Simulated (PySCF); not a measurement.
# One molecule, several mistakes: BH5OSi2

Calculated results; nothing here was measured. The program is PySCF 2.14.0, an open-source quantum chemistry code, run on an isolated molecule that a program drew, which may never have been made. The molecule is BH5OSi2 (charge 0, singlet), drawn as the SMILES string `O=B[SiH2][SiH3]`.

Each row is a Hartree-Fock (HF) and frozen-core CCSD(T) single point in the cc-pV(D+d)Z basis, meant for a local HF minimum. Run 1 is clean. Each other run has one planted mistake out of seven kinds, and not every kind appears here: one electron removed, one electron added, multiplicity raised by two, geometry at a saddle point, minimal basis STO-3G, one bond length entered in bohr, all coordinates scaled. The reference is restricted for singlets and unrestricted otherwise, and also for a bond in bohr. Adding or removing an electron swaps singlet and doublet. Electrons count all cores. HOMO and LUMO are orbital energies over both spins, the gradient is its largest component, and the lowest frequency (negative if imaginary) is given only where the gradient is small. Bond lengths are over the 8 bonds as drawn. T1 is the CCSD diagnostic: over 0.02 (restricted) or 0.045 (unrestricted) a single reference is doubtful.

Geometry of the clean run:
```xyz
9
BH5OSi2, angstrom
O     0.0726    3.5957    3.6816
B    -0.7742    3.0349    3.0674
Si   -2.1877    2.0661    2.0003
Si   -1.1860    0.8647    0.2220
H    -2.8931    1.1589    2.9327
H    -3.1310    3.0884    1.4951
H    -0.4746    1.8063   -0.6712
H    -0.2288   -0.1221    0.7699
H    -2.2436    0.1613   -0.5391
```

```
run  electrons  basis functions  <S^2>  HOMO (eV)  LUMO (eV)  gradient (hartree/bohr)  lowest frequency (cm^-1)  mean bond (Å)  longest bond (Å)      T1  HF (hartree)  CCSD(T) (hartree)                 mistake
  1         46               99  0.000     -11.56       2.52                  3.9e-05                        97         1.6218             2.368  0.0180    -680.38420         -680.91246                no fault
  2         47               99  0.766       1.26       7.86                  8.0e-02                         -         1.6218             2.368  0.0216    -680.31374         -680.85565      one electron added
  3         46               99  0.000     -11.67       2.75                  6.5e-02                         -         1.5667             2.288  0.0168    -680.37281         -680.89674  all coordinates scaled
  4         46               99  0.832      -9.66       0.66                  7.0e-03                         -         1.7864             2.797  0.0452    -680.27412         -680.79137                       ?
```

**Which mistake was planted in run 4, and what did it cost?**

The mean bond changes by a factor of 1.101 and the longest by 1.181, so the molecule wasn't scaled as a whole. A length L in bohr read as angstrom grows by (1/0.5292 - 1) L = 0.890 L. The 8 bonds together grew by 8 x 0.1646 = 1.317 Å, which gives L = 1.480 Å. That is the length of one of the H-Si bonds, 1.480 Å in the clean geometry. So the mistake is: one bond length entered in bohr. Subtracting run 1 and multiplying by 627.51 kcal/mol a hartree, the energy moved by 69.1 kcal/mol in HF and 76.0 kcal/mol in CCSD(T).

Cautions from the logs. Run 2: the HOMO is above zero, so the electron isn't bound and the energy depends on the basis; run 4: T1 is over the limit, so its CCSD(T) energy is less reliable.
